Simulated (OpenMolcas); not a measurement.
**Dy IV: the spin-orbit constant, worked from levels**

- Program: OpenMolcas 26.06
- Basis: ANO-R2 [8s7p4d3f1g]
- Scalar Hamiltonian: X2C, finite nucleus
- Active space: 9 electrons in 12 orbitals (RAS2 4f; RAS3 5d, at most 1 electron)
- State averaging: 2S+1 = 6 odd, 21 roots; 2S+1 = 4 odd, 128 roots kept (CI in the orbitals of an earlier block); 2S+1 = 2 odd, 130 roots kept (CI in the orbitals of an earlier block); 2S+1 = 8 even, 35 roots (21 in the spin-orbit step); 2S+1 = 6 even, 113 roots kept (CI in the orbitals of an earlier block, 0 in the spin-orbit step); 2S+1 = 4 even, 117 roots kept (CI in the orbitals of an earlier block, 0 in the spin-orbit step); 2S+1 = 2 even, 7 roots kept (CI in the orbitals of an earlier block, 0 in the spin-orbit step)
- Spin-orbit coupling: RASSI with atomic mean-field integrals over the reference wave functions, term energies averaged over their components

Methods: RASSCF; SS-RASPT2, IPEA 0.25 Eh, imaginary shift 0.1 Eh (closed shells correlated: 5s 5p).

**The spin-orbit constant.** For the Hund term ⁶H° of f9, E(J) = (A/2) J(J+1) + constant and ζ = -2S·A = -5A. From J = 5/2 to J = 15/2 the energy changes by 27.5 A.

```tsv
Source	E(15/2) - E(5/2)	A	ζ
RASSCF	-10741.0	-390.6	1953
SS-RASPT2	-10695.8	-388.9	1945
```

All in cm-1. Both methods take the spin-orbit matrix elements from the reference wave functions, so the second can move ζ only through the term energies and any multistate remixing. Second-order mixing with other terms is absorbed into this ζ.

Term energies are means over components that CASPT2 splits; among the terms shown or strongly mixed into the levels shown the widest spread is 60 cm-1 (4f⁹ ⁶H°, SS-RASPT2). High states are left out of the spin-orbit mixing, which shifts the levels that they would mix with. Without dynamic correlation excited terms often stand tens of per cent too high (terms of higher spin than the ground term too low), and those without a measured partner can miss by more than the paired ones (holds for RASSCF). Each CASPT2 term energy is a mean over a sample of three components (holds for SS-RASPT2). Levels of configurations outside the active space are missing.

° marks odd parity.
